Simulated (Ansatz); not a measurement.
Saddle point of BH$_{3}$Cl$_{2}$F$_{2}$, singlet (BHCl₂ ([Cl][BH][Cl]) + HF + HF → BCl₂F ([F][B]([Cl])[Cl]) + HF + H₂; bonds formed: B1–F6, H2–H7, H5–F8; bonds broken: B1–H2, H5–F6, H7–F8), PBE0-D4/def2-TZVP structure:

```csv
atom,x (Å),y (Å),z (Å)
B1,-0.4836,0.2889,-0.5727
H2,0.8154,0.1858,-0.6050
Cl3,-1.1161,-0.7918,-1.8389
Cl4,-0.8611,2.0269,-0.6567
H5,0.1177,-0.5573,1.2887
F6,-0.8906,-0.2437,0.7848
H7,1.1858,-0.2342,0.2904
F8,1.2326,-0.6745,1.3093
```

Energies are electronic, without zero-point energy. Barriers and step energies count from the start structure reached by relaxing down the imaginary mode; all methods use the PBE0-D4 structures, on which another method's saddle can fall below an end. Program: Ansatz 0.2.0. Basis: def2-TZVPP, with def2-QZVPP for the basis limit. Cores are frozen in the correlated methods. B3LYP uses VWN-RPA correlation. Extrapolation: Hartree–Fock as exp(−7.88 √X), correlation as X^−2.97.

```csv
method,barrier (kcal/mol),step energy (kcal/mol)
SPW92,-2.26,-14.28
PBE-D4,10.44,-18.11
BLYP-D4,?,-19.75
r2SCAN-D4,11.60,-20.01
B97M-V,17.26,-21.43
PBE0-D4,?,-18.37
B3LYP-D4,17.57,-19.68
r2SCAN0-D4,14.42,-19.65
BHLYP-D4,21.77,-19.84
CAM-B3LYP-D4,16.01,-19.44
wB97X-V,17.04,-19.43
wB97M-V,?,-19.45
B2PLYP,18.64,-19.91
PBE-QIDH,16.37,-18.97
RPA on PBE,18.78,-20.37
HF,35.54,-23.06
MP2,17.78,-19.77
CCSD,21.86,-19.83
CCSD(T),19.31,-19.61
```

Question: Fill in the withheld barriers. (An estimate is asked for; the value comes from the calculation.)

Answer: By the calculation: BLYP-D4 15.77; wB97M-V 17.05; PBE0-D4 13.72 kcal/mol. Each is the energy of the saddle less that of the start structure, by the same method.

For comparison, the barrier by CCSD(T) at an estimated basis limit (MP2 extrapolated from triple and quadruple zeta, plus CCSD(T) − MP2 in triple zeta) is 20.38 kcal/mol.

The T1 diagnostic stays at or below 0.011.

Labels in which every atom is bracketed show which atoms are joined, not bond orders.

For scale, one of the runs: CCSD(T)/def2-TZVPP, 219 basis functions, launched by `ansatz run in.yaml --threads 4 --pin off --events-out ev --progress --plain --max-ram 9574MiB`. Time: 110 s of wall clock on 4 CPU threads of an Arm Neoverse V1; the host was shared. Peak host memory: 3.4 GiB.
